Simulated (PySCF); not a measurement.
These 2 structures share the formula C2H5F3P2Si. Theory: PBE0-D3(BJ)/def2-SVP geometry optimisation, gas phase (PySCF). One conformer each; no zero-point energy, no entropy. No frequencies were run at this level. Point groups hold within 0.08 Å.

Question: Order them by energy at this level, lowest first, and give relative energies in kJ/mol.
A. `[F:1][C:2]([F:3])=[C:4]([F:5])[SiH:6]([PH2:7])[PH2:8]` with C2–C4–Si6–P7 -114°, C4–Si6–P7–H 174° and 80°, C4–Si6–P8–H 163° and 69°
B. `[F:1][C:2]([F:3])([F:4])/[P:5]=[P:6]/[CH2:7][SiH3:8]` with P5–P6–C7–Si8 -91°

Answer: B (0.0), A (41.1).

As drawn, the higher has a C=C bond outside aromatic rings, which the lower lacks.

```tsv
SMILES	E (Eh)	E rel (kJ/mol)	dipole (D)	point group	A, B, C (MHz)
FC(F)(F)/P=P/C[SiH3]	-1349.59567	0.0	3.00	C1	2826, 532.6, 518.7
FC(F)=C(F)[SiH](P)P	-1349.58002	41.1	1.84	C1	1435, 682.9, 587.4
```

Q: How do the relative energies change in single points at PBE0/pcSseg-1 (no added dispersion term) on the same geometries?

A: 
| SMILES | PBE0-D3(BJ)/def2-SVP (kJ/mol) | PBE0/pcSseg-1 (kJ/mol) | shift |
| --- | --- | --- | --- |
| FC(F)(F)/P=P/C[SiH3] | 0.0 | 0.0 | 0.0 |
| FC(F)=C(F)[SiH](P)P | 41.1 | 43.6 | +2.5 |

Each column counts from its own lowest isomer. The order is unchanged; the largest shift is 2.5 kJ/mol.
